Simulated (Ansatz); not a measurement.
Consider the ligand exchange at a B–C bond: `FB(Cl)C[SiH3]` + H₂Se → `FB(Cl)[SeH]` + `C[SiH3]`.

Isolated molecules relaxed with PBE0-D4/def2-TZVP in Ansatz; ΔE leaves out vibrations. CBS: MP2 limit from def2 TZ/QZ plus the TZ coupled-cluster correction, frozen cores. This one scheme is used for every species. Functionals use def2-TZVPP. B3LYP here is the variant with VWN-RPA as its local correlation; programs differ in this. For Se outer-core shells are correlated without core-valence functions, which leaves a few kJ/mol of doubt a bond. Scalar relativity is left out up to krypton. One conformer a species, not always the lowest.

`FB(Cl)C[SiH3]`:

```xyz
10

F     1.157    0.455   -2.125
B     1.267    0.197   -0.833
Cl    2.576    1.009    0.020
C     0.265   -0.727   -0.113
Si   -1.168    0.251    0.636
H    -0.173   -1.447   -0.811
H     0.734   -1.262    0.717
H    -2.140   -0.693    1.247
H    -0.662    1.177    1.681
H    -1.855    1.039   -0.420
```

H₂Se:

```xyz
3

Se    0.272    0.486   -0.397
H    -0.177    0.434    0.998
H    -0.095   -0.919   -0.600
```

`FB(Cl)[SeH]`:

```xyz
5

F     1.447   -0.023   -1.179
B     0.335    0.085   -0.482
Cl   -1.033    0.898   -1.206
Se    0.318   -0.676    1.299
H    -1.068   -0.284    1.568
```

`C[SiH3]`:

```xyz
8

C     0.158    0.557   -0.800
Si   -0.141   -0.498    0.716
H     0.272    1.607   -0.525
H    -0.678    0.477   -1.499
H     1.065    0.241   -1.319
H     0.998   -0.386    1.667
H    -0.294   -1.930    0.339
H    -1.379   -0.068    1.420
```

(1) Is it downhill or uphill in electronic energy at CCSD(T)/CBS, and by how much? (An estimate is asked.)

(2) What do these levels give: PBE0-D4, B2PLYP, B3LYP, CCSD/def2-TZVPP, HF/CBS(def2), MP2/CBS(def2)? (Estimate.)

Largest T1 diagnostic among the species: 0.012.

Results:

(1) Ansatz gave: Downhill: ΔE = -35.8 kJ/mol.

(2) Ansatz gave: PBE0-D4 -36.2, B2PLYP -37.6, B3LYP -37.4, CCSD/def2-TZVPP -32.9, HF/CBS(def2) -29.6, MP2/CBS(def2) -40.0 kJ/mol.

In def2-TZVPP, CCSD(T) changes the Hartree–Fock value by −4.0 kJ/mol (the triples alone add −1.5 kJ/mol) and MP2 by −8.2 kJ/mol. From PBE to PBE0 (25 % exact exchange), in def2-TZVPP and without D4, ΔE moves by +3.1 kJ/mol.
